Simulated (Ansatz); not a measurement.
`CO[SiH2]C[SiH3]` from Hartree–Fock to CCSD(T)

```xyz
15

C     2.090   -2.087    0.506
O     1.560   -0.892   -0.015
Si    0.004   -0.428    0.250
C    -0.261    1.193   -0.611
Si   -1.982    1.908   -0.437
H     1.548   -2.965    0.131
H     3.132   -2.166    0.192
H     2.055   -2.099    1.601
H    -0.244   -0.296    1.715
H    -0.932   -1.465   -0.276
H    -0.042    1.061   -1.676
H     0.462    1.917   -0.219
H    -2.994    0.973   -0.998
H    -2.090    3.204   -1.159
H    -2.306    2.142    0.996
```

Charge 0, multiplicity 1. All single points use the PBE0-D4/def2-TZVP geometry. It is one conformer, not always the lowest. Frozen core, restricted reference, Ansatz 0.2.0. CBS rows extrapolate triple and quadruple zeta; past MP2 they add the triple-zeta difference.

```json
{"basis": "def2-TZVPP", "HF (Eh)": "-734.41728", "MP2 corr.": "-0.84280"}
{"basis": "def2-QZVPP", "HF (Eh)": "-734.44340", "MP2 corr.": "-0.90272"}
```

Problem. Estimate the CCSD correlation energy and the (T) correction in each basis where they were run (hartree).

Solution. 
```json
{"basis": "def2-TZVPP", "CCSD corr.": "-0.90720", "(T)": "-0.03255"}
{"basis": "CBS(def2)", "CCSD corr.": "-1.01150", "(T)": "as TZ"}
```
